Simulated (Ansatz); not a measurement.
Reaction (formal exchange of groups at a C–C bond): `CCOBO` + `[NH2][SnH2][OH]` → `[CH3][SnH]([NH2])[OH]` + `COBO`

Computed with Ansatz on PBE0-D4/def2-TZVP structures; ΔE is electronic, products minus reactants. CCSD(T)/CBS adds triple-zeta CCSD(T) − MP2 to the extrapolated MP2 energy (def2 sets, frozen cores). Elements past krypton have def2 core potentials. For Sn outer-core shells are correlated without core-valence functions, which leaves a few kJ/mol of doubt a bond. Each species was taken in one conformer, which may not be the lowest.

```json
{"species": "`CCOBO`", "CCSD(T)/CBS(def2) energy (Eh)": "-255.55843"}
{"species": "`[NH2][SnH2][OH]`", "CCSD(T)/CBS(def2) energy (Eh)": "-346.92092"}
{"species": "`[CH3][SnH]([NH2])[OH]`", "CCSD(T)/CBS(def2) energy (Eh)": "-386.19892"}
{"species": "`COBO`", "CCSD(T)/CBS(def2) energy (Eh)": "-216.29255"}
```

(1) Work out ΔE.

Largest T1 diagnostic among the species: 0.013.

Results:

(1) ΔE = (-386.19892) + (-216.29255) − (-255.55843) − (-346.92092) = -0.01212 Eh = -0.33 eV.

In def2-TZVPP, CCSD(T) changes the Hartree–Fock value by −0.09 eV (the triples alone add −0.01 eV) and MP2 by −0.14 eV.
